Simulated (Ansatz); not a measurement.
B(Cl)(Et)(OH) (C2H6BClO), SMILES CCB(O)Cl.

The structure is a stationary point at PBE0-D3(BJ)/def2-SVP. The structure was generated by enumeration, and PubChem lists no compound with its InChIKey, so it may never have been made. Other conformers were not sampled.

Two levels are set side by side: PBE/def2-SVPD (Ansatz, a quantum-chemistry and plane-wave program) and PBE0/def2-SVPD (Ansatz). Energy differences of separate SCF runs at the same geometry; the states with an electron removed or added have multiplicity 2 and 2. Differences are taken from unrounded values.

```
quantity                            PBE0
---------------------------------  -----
vertical ionisation energy (eV)    10.98
vertical singlet–triplet gap (eV)   6.77
```

Q: What does PBE give, and how far is it from PBE0? (The exact figures need the calculation; the answer reports its results.)

A: 
| quantity | PBE | PBE minus PBE0 |
|---|---|---|
| vertical ionisation energy (eV) | 10.53 | -0.46 |
| vertical singlet–triplet gap (eV) | 6.35 | -0.42 |
